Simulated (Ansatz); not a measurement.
Nudged elastic band run: BClF₂H₂

Input file:

```yaml
crystal:
  periodic: [false, false, false]
  atoms:
    - { symbol: B, position_ang: [-0.041231, 0.552505, -0.074369] }
    - { symbol: F, position_ang: [-0.040246, 0.887007, 1.179412] }
    - { symbol: F, position_ang: [1.080386, 0.239016, -0.646121] }
    - { symbol: Cl, position_ang: [-1.53359, 0.533238, -0.984768] }
    - { symbol: H, position_ang: [-0.168985, -2.536557, 0.868339] }
    - { symbol: H, position_ang: [-0.105232, -2.180407, 1.521708] }
basis:
  gaussian: { orbitals: def2-SVP }
hamiltonian:
  xc: hf
neb:
  order_check: false
  images: 5
  f_tol: 0.05
  max_iterations: 60
  final_atoms:
    - { symbol: B, position_ang: [-0.26873222, -0.63661338, -0.5427988] }
    - { symbol: F, position_ang: [-0.18535371, -0.3432419, 2.15996198] }
    - { symbol: F, position_ang: [0.96769751, -0.26729826, -0.31119459] }
    - { symbol: Cl, position_ang: [-1.41626092, 0.58325243, -1.06413898] }
    - { symbol: H, position_ang: [-0.57628119, -1.77970126, -0.463266] }
    - { symbol: H, position_ang: [0.67003253, -0.06159564, 2.08563738] }
  initial_path:
    images:
      - { positions_ang: [[-0.041231, 0.552505, -0.074369], [-0.040246, 0.887007, 1.179412], [1.080386, 0.239016, -0.646121], [-1.53359, 0.533238, -0.984768], [-0.168985, -2.536557, 0.868339], [-0.105232, -2.180407, 1.521708]] }
      - { positions_ang: [[-0.02578462, 0.37104649, -0.0450506], [-0.0251401, 0.57608205, 1.34718008], [1.10296963, 0.1644919, -0.64624622], [-1.55757696, 0.37477641, -0.96162136], [-0.18026968, -2.15935914, 0.72489161], [-0.12309628, -1.83223573, 1.44504748]] }
      - { positions_ang: [[-0.01033824, 0.18958798, -0.01573219], [-0.0100342, 0.2651571, 1.51494816], [1.12555327, 0.08996781, -0.64637144], [-1.58156391, 0.21631483, -0.93847471], [-0.19155436, -1.78216127, 0.58144421], [-0.14096056, -1.48406445, 1.36838697]] }
      - { positions_ang: [[0.00510815, 0.00812948, 0.01358621], [0.00507171, -0.04576785, 1.68271624], [1.1481369, 0.01544371, -0.64649665], [-1.60555087, 0.05785324, -0.91532807], [-0.20283904, -1.40496341, 0.43799682], [-0.15882484, -1.13589318, 1.29172645]] }
      - { positions_ang: [[-0.08617198, -0.20678481, -0.17187546], [-0.05840343, -0.14492587, 1.84179816], [1.08799043, -0.07880361, -0.5347293], [-1.54245422, 0.2329863, -0.96493171], [-0.32731976, -1.52987602, 0.13757588], [0.11746095, -0.777794, 1.55636343]] }
      - { positions_ang: [[-0.1774521, -0.42169909, -0.35733713], [-0.12187857, -0.24408388, 2.00088007], [1.02784397, -0.17305093, -0.42296194], [-1.47935757, 0.40811937, -1.01453534], [-0.45180047, -1.65478864, -0.16284506], [0.39374674, -0.41969482, 1.8210004]] }
      - { positions_ang: [[-0.26873222, -0.63661338, -0.5427988], [-0.18535371, -0.3432419, 2.15996198], [0.96769751, -0.26729826, -0.31119459], [-1.41626092, 0.58325243, -1.06413898], [-0.57628119, -1.77970126, -0.463266], [0.67003253, -0.06159564, 2.08563738]] }
```

Launched with:

```bash
$ ansatz run input.yaml --threads 1 --pin off --max-ram 2048MiB --backend cpu --events-out ev --progress --plain --runs-dir out
```

Output, in part (warnings, iteration lines, the closing report on the highest movable image, with atoms numbered from 0):

```
NEB end point (image 0): max|allowed force component| = 1.908e-2 eV/Å (the criterion of neb.relax_end_points is 1.000e-2)
NEB end point (image 6): max|allowed force component| = 1.292e-3 eV/Å (the criterion of neb.relax_end_points is 1.000e-2)
NEB iter   1: max|band force component| = 8.207e1 eV/Å  barrier→ = 11.7315 eV  barrier← = 10.6130 eV  Δτ_max = 0.2000 Å  (249 SCF iters)
NEB iter   2: max|band force component| = 3.639e0 eV/Å  barrier→ = 2.7410 eV  barrier← = 1.6225 eV  Δτ_max = 0.2000 Å  (190 SCF iters)
NEB iter   3: max|band force component| = 2.038e0 eV/Å  barrier→ = 3.1392 eV  barrier← = 2.0208 eV  Δτ_max = 0.1922 Å  (171 SCF iters)
NEB iter   4: max|band force component| = 2.485e0 eV/Å  barrier→ = 2.9052 eV  barrier← = 1.7868 eV  Δτ_max = 0.0703 Å  (179 SCF iters)
NEB iter   5: max|band force component| = 2.202e0 eV/Å  barrier→ = 2.7640 eV  barrier← = 1.6455 eV  Δτ_max = 0.1015 Å  (176 SCF iters)
NEB iter   6: max|band force component| = 7.749e-1 eV/Å  barrier→ = 2.4609 eV  barrier← = 1.3425 eV  Δτ_max = 0.0858 Å  (170 SCF iters)
NEB iter   7: max|band force component| = 1.835e0 eV/Å  barrier→ = 2.3028 eV  barrier← = 1.1843 eV  Δτ_max = 0.0431 Å  (170 SCF iters)
NEB iter   8: max|band force component| = 8.495e-1 eV/Å  barrier→ = 2.1949 eV  barrier← = 1.0765 eV  Δτ_max = 0.0857 Å  (172 SCF iters)
NEB iter   9: max|band force component| = 1.646e0 eV/Å  barrier→ = 2.1595 eV  barrier← = 1.0410 eV  Δτ_max = 0.0428 Å  (173 SCF iters)
NEB iter  10: max|band force component| = 8.588e-1 eV/Å  barrier→ = 2.0620 eV  barrier← = 0.9435 eV  Δτ_max = 0.0734 Å  (173 SCF iters)
NEB iter  11: max|band force component| = 1.955e0 eV/Å  barrier→ = 2.0116 eV  barrier← = 0.8932 eV  Δτ_max = 0.0377 Å  (175 SCF iters)
NEB iter  12: max|band force component| = 1.013e0 eV/Å  barrier→ = 2.0277 eV  barrier← = 0.9092 eV  Δτ_max = 0.0753 Å  (175 SCF iters)
NEB iter  13: max|band force component| = 1.517e0 eV/Å  barrier→ = 2.1119 eV  barrier← = 0.9935 eV  CI = image 3  Δτ_max = 0.1189 Å  (170 SCF iters)
NEB iter  14: max|band force component| = 2.949e0 eV/Å  barrier→ = 2.6894 eV  barrier← = 1.5709 eV  CI = image 3  Δτ_max = 0.0600 Å  (168 SCF iters)
NEB iter  15: max|band force component| = 2.219e0 eV/Å  barrier→ = 2.7887 eV  barrier← = 1.6702 eV  CI = image 3  Δτ_max = 0.1214 Å  (172 SCF iters)
NEB iter  16: max|band force component| = 6.374e-1 eV/Å  barrier→ = 2.8271 eV  barrier← = 1.7087 eV  CI = image 3  Δτ_max = 0.0959 Å  (173 SCF iters)
NEB iter  17: max|band force component| = 4.183e-1 eV/Å  barrier→ = 2.8305 eV  barrier← = 1.7121 eV  CI = image 3  Δτ_max = 0.0600 Å  (173 SCF iters)
NEB iter  18: max|band force component| = 3.358e-1 eV/Å  barrier→ = 2.8243 eV  barrier← = 1.7059 eV  CI = image 3  Δτ_max = 0.0269 Å  (176 SCF iters)
NEB iter  19: max|band force component| = 1.503e-1 eV/Å  barrier→ = 2.8177 eV  barrier← = 1.6992 eV  CI = image 3  Δτ_max = 0.0277 Å  (177 SCF iters)
NEB iter  20: max|band force component| = 1.060e-1 eV/Å  barrier→ = 2.8167 eV  barrier← = 1.6982 eV  CI = image 3  Δτ_max = 0.0301 Å  (179 SCF iters)
NEB iter  21: max|band force component| = 1.398e-1 eV/Å  barrier→ = 2.8160 eV  barrier← = 1.6975 eV  CI = image 3  Δτ_max = 0.0151 Å  (179 SCF iters)
NEB iter  22: max|band force component| = 1.291e-1 eV/Å  barrier→ = 2.8158 eV  barrier← = 1.6973 eV  CI = image 3  Δτ_max = 0.0076 Å  (178 SCF iters)
NEB iter  23: max|band force component| = 5.289e-2 eV/Å  barrier→ = 2.8157 eV  barrier← = 1.6972 eV  CI = image 3  Δτ_max = 0.0076 Å  (178 SCF iters)
NEB iter  24: max|band force component| = 3.127e-2 eV/Å  barrier→ = 2.8157 eV  barrier← = 1.6972 eV  CI = image 3  Δτ_max = 0.0000 Å  (463 SCF iters)
Total energy: -18610.82905520 eV, -683.9353529057 hartree
Atom 0 at    -0.066847    -0.278084     0.006122 Å, force     0.004708    -0.000774    -0.003353 eV/Å
Atom 1 at    -0.065114     0.096157     1.529922 Å, force     0.002213     0.004929     0.000409 eV/Å
Atom 2 at     1.099370     0.022526    -0.518913 Å, force    -0.001004     0.000816     0.003652 eV/Å
Atom 3 at    -1.562985     0.226574    -0.800993 Å, force    -0.004031     0.000602    -0.000752 eV/Å
Atom 4 at    -0.118154    -1.561912     0.378813 Å, force    -0.000686    -0.001370     0.000114 eV/Å
Atom 5 at    -0.095168    -1.010459     1.269251 Å, force    -0.001200    -0.004203    -0.000070 eV/Å
Dipole moment:    -0.008591    -0.410393     0.267564 e Å
```

The run converged. Neighbouring images differ by up to 2.2 eV, so the band resolves the path poorly. A vibrational analysis at the climbing image gives one clearly imaginary mode, 1787i cm⁻¹: a first-order saddle point. The orbitals stay closed-shell, which can raise the energy where a bond breaks towards radicals; this wasn't checked here.

Final band (atoms are numbered from 1 in the order of the input):

```csv
image,path coordinate (Å),energy (kJ/mol),B1–F2 (Å),H5–H6 (Å),B1–H5 (Å)
0,0.00,0.0,1.30,0.75,3.23
1,0.73,5.1,1.30,0.74,2.59
2,1.46,56.5,1.32,0.75,1.92
3,2.19,271.7,1.57,1.05,1.34
4,3.10,129.4,2.31,1.94,1.19
5,4.01,112.7,2.58,2.94,1.19
6,4.92,107.9,2.72,3.32,1.19
```

Run time: 79 s on 1 thread of Arm Neoverse V2, on a shared host, peak memory 0.12 GiB.
